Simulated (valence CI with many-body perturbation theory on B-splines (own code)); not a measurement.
**E1 line list for S¹⁰⁺**

Calculated by relativistic CI+MBPT: four valence electrons over a frozen Dirac-Fock core [He], radial functions for each j: 11 s, 11 p, 9 d, 7 f, 5 g, 2 h, 1 i, with the one-electron correlation potential Σ1 (screened to all orders), the two-electron term Σ2, the three-electron term Σ3, Breit, model QED; selected single and double excitations, second order for the rest, scaled by the run's own slope (own B-spline code, finite nucleus).

No measured levels were compared; by estimate levels of excited configurations hold to 0.05 to 0.15 % of their energy, terms of the ground configuration to about 0.5 %. Among the levels kept, up to 250 cm⁻¹ of a level comes from second order outside the variational space, and about a tenth of that is noise between levels of different J, which matters for small intervals.

Lines 151 to 200 of 247 in falling wavelength, among levels below 2738300 cm⁻¹, chosen from the strongest by gf and those to the six lowest levels. Wavelengths and rates use the calculated energies, so an error of 300 cm⁻¹ moves a line at 43.12 Å by 0.013 % and its rate by three times that or more. Electric multipoles are in the length gauge, E1 and E2 with the static RPA response of the core. Weak lines are less certain than strong ones. Lines between different terms over intervals too small for the method are left out, as are lines whose strength nearly cancels. The highest levels of a list are the least certain.

Names give the largest LS component (configuration and term), which can be under half, so a name can repeat, a term be missing and a line seem to break the LS rules; names also repeat where a configuration has a term twice.

```
λ vac (Å)          Upper        Lower   A (s⁻¹)  S (a.u.) with core polarisation  S without
    43.12   2s2p²3s ³D_2  2s2p³ ³D°_2  1.56e+11                         3.09e-02   3.07e-02
    43.12   2s2p²3s ³D_3  2s2p³ ³D°_2  4.17e+10                         1.15e-02   1.15e-02
    43.10  2s²2p3s ³P°_1  2s²2p² ³P_0  7.40e+10                         8.77e-03   8.72e-03
    43.01  2s²2p3s ³P°_2  2s²2p² ³P_1  5.79e+10                         1.14e-02   1.13e-02
    42.95   2s2p²3s ⁵P_1  2s2p³ ⁵S°_2  1.75e+11                         2.05e-02   2.04e-02
    42.87  2s²2p3s ¹P°_1  2s²2p² ³P_2  5.91e+08                         6.90e-05   6.88e-05
    42.87   2s2p²3s ⁵P_2  2s2p³ ⁵S°_2  1.77e+11                         3.44e-02   3.42e-02
    42.76   2s2p²3s ⁵P_3  2s2p³ ⁵S°_2  1.80e+11                         4.85e-02   4.83e-02
    42.74  2s²2p3s ¹P°_1  2s²2p² ³P_1  3.75e+09                         4.34e-04   4.31e-04
    42.65  2s²2p3s ¹P°_1  2s²2p² ³P_0  2.01e+09                         2.31e-04   2.30e-04
    41.94   2s2p²3s ³P_1  2s2p³ ⁵S°_2  2.21e+07                         2.41e-06   2.41e-06
    41.83   2s2p²3s ³P_2  2s2p³ ⁵S°_2  1.91e+07                         3.45e-06   3.45e-06
    41.41  2s²2p3d ³D°_1  2s²2p² ¹S_0  7.87e+09                         8.27e-04   8.29e-04
    41.18  2s²2p3d ³P°_1  2s²2p² ¹S_0  2.16e+09                         2.23e-04   2.23e-04
    40.72  2s²2p3d ³F°_2  2s²2p² ¹D_2  2.01e+11                         3.35e-02   3.36e-02
    40.71  2s²2p3d ¹P°_1  2s²2p² ¹S_0  1.63e+12                         1.63e-01   1.63e-01
    40.62  2s²2p3d ³F°_3  2s²2p² ¹D_2  1.36e+10                         3.14e-03   3.15e-03
    40.57  2s²2p3d ¹D°_2  2s²2p² ¹D_2  5.60e+11                         9.23e-02   9.25e-02
    40.42  2s2p²3p ³S°_1  2s²2p² ¹S_0  1.65e+09                         1.61e-04   1.61e-04
    40.32  2s2p²3p ⁵D°_1  2s²2p² ¹S_0  2.03e+07                         1.97e-06   1.97e-06
    40.31  2s²2p3d ³D°_1  2s²2p² ¹D_2  1.68e+09                         1.63e-04   1.63e-04
    40.28  2s²2p3d ³D°_2  2s²2p² ¹D_2  2.81e+10                         4.53e-03   4.54e-03
    40.20  2s²2p3d ³D°_3  2s²2p² ¹D_2  2.72e+08                         6.10e-05   6.12e-05
    40.19   2s2p²3s ³D_2  2s2p³ ⁵S°_2  4.19e+07                         6.71e-06   6.69e-06
    40.19   2s2p²3s ³D_3  2s2p³ ⁵S°_2  1.60e+08                         3.58e-05   3.57e-05
    40.12  2s²2p3d ³P°_2  2s²2p² ¹D_2  4.55e+10                         7.25e-03   7.27e-03
    40.10  2s2p²3p ⁵P°_1  2s²2p² ¹S_0  4.42e+07                         4.22e-06   4.22e-06
    40.09  2s²2p3d ³P°_1  2s²2p² ¹D_2  4.58e+09                         4.37e-04   4.38e-04
    39.83  2s²2p3d ³F°_2  2s²2p² ³P_2  2.29e+10                         3.57e-03   3.58e-03
    39.73  2s²2p3d ³F°_3  2s²2p² ³P_2  6.88e+10                         1.49e-02   1.49e-02
    39.73  2s2p²3p ³D°_1  2s²2p² ¹S_0  9.76e+08                         9.06e-05   9.05e-05
    39.72  2s²2p3d ³F°_2  2s²2p² ³P_1  2.78e+09                         4.30e-04   4.31e-04
    39.69  2s²2p3d ¹D°_2  2s²2p² ³P_2  1.43e+10                         2.21e-03   2.22e-03
    39.66  2s²2p3d ¹F°_3  2s²2p² ¹D_2  2.77e+12                         5.97e-01   5.98e-01
    39.65  2s²2p3d ¹P°_1  2s²2p² ¹D_2  6.58e+10                         6.07e-03   6.08e-03
    39.59   2s2p²3d ⁵F_1  2s2p³ ⁵S°_2  1.36e+08                         1.25e-05   1.25e-05
    39.58  2s²2p3d ¹D°_2  2s²2p² ³P_1  1.13e+11                         1.73e-02   1.74e-02
    39.57   2s2p²3d ⁵F_2  2s2p³ ⁵S°_2  9.86e+08                         1.51e-04   1.51e-04
    39.54   2s2p²3d ⁵F_3  2s2p³ ⁵S°_2  2.27e+09                         4.85e-04   4.86e-04
    39.41  2s²2p3d ³D°_2  2s²2p² ³P_2  2.89e+10                         4.37e-03   4.37e-03
    39.39  2s2p²3p ³P°_1  2s²2p² ¹S_0  3.19e+08                         2.89e-05   2.88e-05
    39.37  2s2p²3p ³S°_1  2s²2p² ¹D_2  1.00e+09                         9.04e-05   9.00e-05
    39.33  2s²2p3d ³D°_3  2s²2p² ³P_2  2.20e+12                         4.62e-01   4.63e-01
    39.32  2s²2p3d ³D°_1  2s²2p² ³P_1  5.34e+11                         4.80e-02   4.81e-02
    39.30   2s2p²3d ⁵D_1  2s2p³ ⁵S°_2  3.55e+10                         3.19e-03   3.19e-03
    39.30   2s2p²3d ⁵D_2  2s2p³ ⁵S°_2  1.02e+11                         1.53e-02   1.53e-02
    39.29  2s²2p3d ³D°_2  2s²2p² ³P_1  1.85e+12                         2.77e-01   2.78e-01
    39.28   2s2p²3d ⁵D_3  2s2p³ ⁵S°_2  1.79e+11                         3.75e-02   3.75e-02
    39.28  2s2p²3p ⁵D°_1  2s²2p² ¹D_2  2.95e+07                         2.64e-06   2.63e-06
    39.25  2s²2p3d ³P°_2  2s²2p² ³P_2  1.43e+12                         2.14e-01   2.15e-01
```
